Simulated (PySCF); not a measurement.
Identify the unknown among the candidates.

All candidates are C2H9NSi.

* XPS: Si2p3/2 106.2, C1s 290.1, C1s 291.5, N1s 405.1, Si1s 1846.0 eV [ΔSCF SCAN, pcX-2 on the ionised atom, pcseg-1 elsewhere, spin-free X2C, 2p3/2 from a spin–orbit splitting computed afterwards within the 2p shell]
* Valence photoelectron: vertical ionisation energy: 9.37 eV [ΔSCF PBE0/def2-SVPD]
* 13C NMR: chemical shifts (computed TMS as zero) by class: 43.2 (1 C), 14.9 (1 C) ppm [GIAO CAM-B3LYP/pcSseg-2]
* NMR, other nuclei: isotropic shieldings of nuclei other than C and H, by class: 220 (1 N), 399 (1 Si) ppm [GIAO CAM-B3LYP/pcSseg-2]
* Rotational structure: rotational constants A, B, C: 10.017, 3.531, 2.914 GHz [PBE0-D3(BJ)/def2-SVP]
* UV, first state: lowest singlet excitation: 6.29 eV (197 nm, f = 0.016) [TDDFT PBE0/def2-SVPD]
* UV, strongest line: among the 10 lowest singlet transitions: S5 at 7.81 eV (159 nm, f = 0.056) [TDDFT PBE0/def2-SVPD]
* Triplet: lowest triplet excitation (Tamm–Dancoff): 6.02 eV [TDA PBE0/def2-SVPD]
* Polarisability: 64.1 au [PBE0/def2-SVPD]
* Dipole: 2.30 D [PBE0/def2-SVPD]

Gas-phase values; electronic properties from PySCF, density fitting. Levels stand in brackets. Geometry: PBE0-D3(BJ)/def2-SVP, one conformer, isolated molecule. NMR values are class means; diastereotopic atoms form classes of their own.

Question: Which candidate is it?
A. `NCC[SiH3]`
B. `[H][Si]([H])([H])N(C)C`
C. `CCN[SiH3]`

Answer: A. It is `NCC[SiH3]`. Numbering: `[NH2:1][CH2:2][CH2:3][SiH3:4]`. Its formula, C2H9NSi, gives 0 degrees of unsaturation, so no ring and no π bond. 2 carbons fall into 2 classes; from least to most shielded: sp3 carbon bound to nitrogen [C2] (43.2 ppm), sp3 carbon bound to silicon [C3] (14.9 ppm). The other shieldings belong to: 220 ppm, primary amine nitrogen [N1]; 399 ppm, SiH3 silicon [Si4]. The core levels belong to: Si2p3/2 106.2 eV, SiH3 silicon [Si4]; C1s 290.1 eV, sp3 carbon bound to silicon [C3]; C1s 291.5 eV, sp3 carbon bound to nitrogen [C2]; N1s 405.1 eV, primary amine nitrogen [N1]; Si1s 1846.0 eV, SiH3 silicon [Si4]. The first electron is taken from the HOMO, whose largest Löwdin shares are 0.58 on the primary amine nitrogen, 0.14 on the sp3 carbon bound to nitrogen, 0.08 on a methylene hydrogen and 0.05 on an N–H hydrogen. The optimised geometry has point group C1 and is an asymmetric top.

The others, at the same levels:
- `CCN[SiH3]` fails: its computed core binding energies are Si2p3/2 106.8, C1s 290.6, C1s 291.6, N1s 404.4, Si1s 1846.7 eV, rotational constant A is 21.089 GHz (against 10.017 GHz) and smallest rotational constant is 2.361 GHz (against 2.914 GHz).
- `[H][Si]([H])([H])N(C)C` fails: its computed core binding energies are Si2p3/2 106.8, C1s 291.5 (×2), N1s 404.3, Si1s 1846.6 eV, rotational constant A is 8.412 GHz (against 10.017 GHz) and smallest rotational constant is 3.124 GHz (against 2.914 GHz).

Each candidate is one conformer, not necessarily the lowest. Dipoles, sizes and rotational constants follow the conformer. The torsions of the flexible species, by atom-mapped SMILES:
- `[NH2:1][CH2:2][CH2:3][SiH3:4]`: N1–C2–C3–Si4 45°, H–N1–C2–C3 69°, H–N1–C2–C3 -171°
- `[CH3:1][CH2:2][NH:3][SiH3:4]`: C1–C2–N3–Si4 -148°
